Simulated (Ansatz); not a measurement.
C2H4BNS can be A, `S/C=C1/BN1`, or B, `C=C1SB1N`.

Gas-phase electronic energies from Ansatz, PBE0-D4/def2-TZVP geometries. CCSD(T)/CBS adds triple-zeta CCSD(T) − MP2 to the extrapolated MP2 energy (def2 sets, frozen cores). Functionals use def2-TZVPP. One conformer a species, not always the lowest.

Question: Which isomer does CCSD(T)/CBS put lower? Give the gap. (An estimate is asked.)

Answer: Ansatz gave: B, by 204.5 kJ/mol.

Question: Give E(B) − E(A) in kJ/mol with CCSD(T)/def2-SVP, LDA (SPW92), CCSD/def2-TZVPP, PBE0-D4, BLYP-D4, MP2/def2-TZVPP, HF/def2-TZVPP. (An estimate is asked.)

Answer: Computed: CCSD(T)/def2-SVP -201.5, LDA (SPW92) -202.1, CCSD/def2-TZVPP -202.2, PBE0-D4 -203.7, BLYP-D4 -205.4, MP2/def2-TZVPP -211.6, HF/def2-TZVPP -191.1. None reverses the order clearly.

Question: Does the order hold for the free energy at 298.15 K (harmonic terms from PBE0-D4)? (An estimate is asked.)

Answer: Ansatz gave: Yes: G(B) − G(A) = -190.1 kJ/mol, for one conformer each.

Largest T1 diagnostic: 0.014.

From r2SCAN to r2SCAN0 (25 % exact exchange), in def2-TZVPP and without D4, E(B) − E(A) moves by +3.6 kJ/mol. At CCSD(T), def2-SVP lies +3.0 kJ/mol from the extrapolated value and def2-TZVPP −1.5 kJ/mol.
